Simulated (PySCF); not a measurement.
SiF₂I₂, SMILES F[Si](F)(I)I.

Coordinates come from a B3LYP-D3(BJ)/def2-SVP optimisation. The def2 effective core potentials stand for the cores of I; spin–orbit coupling is left out.

Level of theory: M06-2X/def2-TZVP in PySCF.

Symmetry labels are those of the subgroup C2v that the program uses (full group C2v).

List the valence orbital energies around the gap with their symmetry. (The exact figures need the calculation; the answer reports its results.)


```json
[
 {"orbital": "HOMO−7", "symmetry": "A2", "energy (eV)": "-15.19"},
 {"orbital": "HOMO−6", "symmetry": "B2", "energy (eV)": "-14.81"},
 {"orbital": "HOMO−5", "symmetry": "A1", "energy (eV)": "-13.02"},
 {"orbital": "HOMO−4", "symmetry": "B1", "energy (eV)": "-11.03"},
 {"orbital": "HOMO−3", "symmetry": "A1", "energy (eV)": "-10.03"},
 {"orbital": "HOMO−2", "symmetry": "B2", "energy (eV)": "-9.88"},
 {"orbital": "HOMO−1", "symmetry": "A2", "energy (eV)": "-9.51"},
 {"orbital": "HOMO", "symmetry": "B1", "energy (eV)": "-9.29"},
 {"orbital": "LUMO", "symmetry": "A1", "energy (eV)": "-1.15"},
 {"orbital": "LUMO+1", "symmetry": "B2", "energy (eV)": "0.73"},
 {"orbital": "LUMO+2", "symmetry": "A1", "energy (eV)": "1.17"},
 {"orbital": "LUMO+3", "symmetry": "B1", "energy (eV)": "1.36"}
]
```
